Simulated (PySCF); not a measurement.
# Nuclear quadrupole coupling in `C=C[Si@@H](OC)[SiH2]C(N)=O`

Compound: C4H11NO2Si2.
Geometry (GFN2-xTB, Å), atoms numbered from 1 in this order:
```xyz
20
C4H11NO2Si2 angstrom
C     -1.3452    2.0142   -1.0488
C     -0.9506    1.5778    0.1388
Si    -0.7158   -0.2475    0.5864
O     -1.5494   -1.2496   -0.4026
C     -2.9294   -1.3238   -0.5896
Si     1.3904   -1.0527    0.1422
C      2.5582    0.1887    1.0229
N      3.8801    0.1290    0.7618
O      2.1012    1.0035    1.8091
H     -1.4429    3.0635   -1.2858
H     -1.5938    1.3320   -1.8479
H     -0.6941    2.3080    0.8962
H     -1.2302   -0.3817    1.9644
H     -3.3451   -0.3473   -0.8459
H     -3.1254   -2.0253   -1.4015
H     -3.4191   -1.6815    0.3191
H      1.8771   -1.1360   -1.2508
H      1.7599   -2.3702    0.6953
H      4.2504   -0.5492    0.1229
H      4.5187    0.7587    1.2255
```

Field gradients from the PBE0/pcSseg-1 density (PySCF, non-relativistic), principal values in atomic units, ordered |Vxx| ≤ |Vyy| ≤ |Vzz|:

```json
{"atom": "O4", "Vxx": "-0.5900", "Vyy": "-1.1467", "Vzz": "1.7367"}
{"atom": "N8", "Vxx": "0.4471", "Vyy": "0.4879", "Vzz": "-0.9349"}
{"atom": "O9", "Vxx": "0.7669", "Vyy": "0.8413", "Vzz": "-1.6082"}
```

Task: Find the asymmetry η = (Vxx − Vyy)/Vzz and the couplings χ = eQV/h (234.96 MHz × Q in barn × V in au), with Q(17O) = −0.0256 b, Q(14N) = 0.02044 b.

Result: 
| atom | environment | nucleus | η | χzz (MHz) | χxx (MHz) | χyy (MHz) |
| --- | --- | --- | --- | --- | --- | --- |
| O4 | silyl ether oxygen | 17O | 0.32 | -10.45 | 3.55 | 6.90 |
| N8 | nitrogen bound to a carbonyl carbon | 14N | 0.04 | -4.490 | 2.147 | 2.343 |
| O9 | carbonyl oxygen | 17O | 0.05 | 9.67 | -4.61 | -5.06 |

The gradient is axial or nearly so (η below 0.05) at N8. The tensor is traceless: Vxx + Vyy + Vzz = 0.

Task: What is Vzz at O9 in SI units (1 au = 9.71736 × 10²¹ V/m²)?

Result: -1.6082 au = -15.627 × 10²¹ V/m².

Task: And the gradient at the other heavy atoms, for which no coupling is worked out here?

Result: 
```csv
atom,environment,Vzz (au),η
C1,terminal =CH2 carbon,0.370,0.37
C2,alkene CH carbon,0.374,0.29
Si3,oxygen-bound silicon,0.465,0.24
C5,methoxy carbon,0.409,0.03
Si6,SiH2 silicon,-0.264,0.91
C7,carbonyl carbon,0.465,0.63
```

Were the hydrogens deuterons (Q(2H) = 0.00286 b), χzz would run from 102 kHz (H13) to 285 kHz (H19).

One conformer (not necessarily the lowest) at the GFN2-xTB geometry, without solvent, vibrations or thermal averaging. GFN2-xTB bond lengths can be off by several hundredths of an ångström, more for odd bonds, and the gradients follow them. These gradients aren't converged with respect to the basis.

The run behind these numbers computed NMR shieldings as well. The run took 61 s on one thread, Arm Neoverse V1 (aarch64), on a shared host, and the process peaked at 1.1 GiB of memory.
